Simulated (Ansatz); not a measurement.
Species: C4H7Cl2 (charge 0, doublet). It need not be the lowest isomer of its formula. SMILES: C[C](Cl)CCCl
Coordinates optimised at B3LYP-D3(BJ)/def2-TZVP (Ansatz, an electronic-structure program):
```xyz
13

C     -1.8919     0.7568     0.0792
C     -0.9605    -0.3360     0.4482
C      0.2839    -0.1588     1.2440
C      1.5582     0.0354     0.4244
Cl     1.5103     1.5595    -0.5452
Cl    -1.0557    -1.7900    -0.4952
H     -1.6223     1.2119    -0.8824
H     -2.9178     0.3923    -0.0068
H     -1.8603     1.5445     0.8334
H      0.4523    -1.0440     1.8692
H      0.1560     0.6949     1.9129
H      1.6960    -0.7756    -0.2857
H      2.4301     0.1088     1.0701
```
Charge 0, spin multiplicity 2.

Atomisation energy built up term by term with Ansatz (kcal/mol; UHF references for open shells; valence terms freeze the core; atomic spin-orbit terms are left out). CBS marks a two-point X^-3 extrapolation of the correlation energy; Hartree-Fock from the larger set.

```
term                                            basis  kcal/mol
-----------------------  ----------------------------  --------
Hartree-Fock                              cc-pV(Q+d)Z    863.23
CCSD correlation         CBS(cc-pV(T+d)Z,cc-pV(Q+d)Z)    275.31
(T)                      CBS(cc-pV(T+d)Z,cc-pV(Q+d)Z)     19.78
core correlation                            cc-pwCVTZ      4.80
scalar relativity (X2C)    cc-pVTZ-DK against cc-pVTZ     -1.16
sum: De                                                  1162.0
```

(T) makes 1.7 % of the CCSD(T) atomisation energy; under 5 % is typical of single-reference molecules.
